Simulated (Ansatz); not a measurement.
## Ligand exchange: C3H8 + CH8O4Si2 → C3H8O + CH8O3Si2

Species: C3H8 (propane) `CCC`, singlet; CH8O4Si2 `CO[Si](O)(O)O[SiH3]`, singlet; C3H8O (1-propanol) `CCCO`, singlet; CH8O3Si2 `CO[SiH](O)O[SiH3]`, singlet. The partners trade H for OH: C–H and Si–OH bonds give way to C–OH and Si–H.

Shapes, held fixed at every level: PBE0-D4/def2-TZVP. Flexible molecules stand in one conformer, not always the lowest. Programs: Ansatz 0.2.0. Electronic energies: no zero-point or thermal term.

```
               level                    kind  ΔE (kJ/mol)  less CCSD(T)/CBS estimate
   PBE-D4/def2-TZVPP                     GGA       +192.6                      -13.7
  wB97M-V/def2-TZVPP  range-separated hybrid       +204.5                       -1.8
  wB97X-V/def2-TZVPP  range-separated hybrid       +199.3                       -7.0
   B2PLYP/def2-TZVPP           double hybrid       +203.9                       -2.4
      MP2/def2-TZVPP     perturbation theory       +210.8                       +4.5
  CCSD(T)/def2-TZVPP   coupled cluster or CI       +204.9                       -1.4
CCSD(T)/CBS estimate   coupled cluster or CI       +206.3                        0.0
```

The highest level, CCSD(T)/CBS estimate, gives ΔE = +206.3 kJ/mol; the levels span +192.6 to +210.8. The column of differences is taken from that level and isn't an error. No measured value is set beside it here. The CBS estimate extrapolates MP2 from def2-TZVPP and def2-QZVPP and adds CCSD(T) − MP2 in the triple-zeta set, cores frozen.
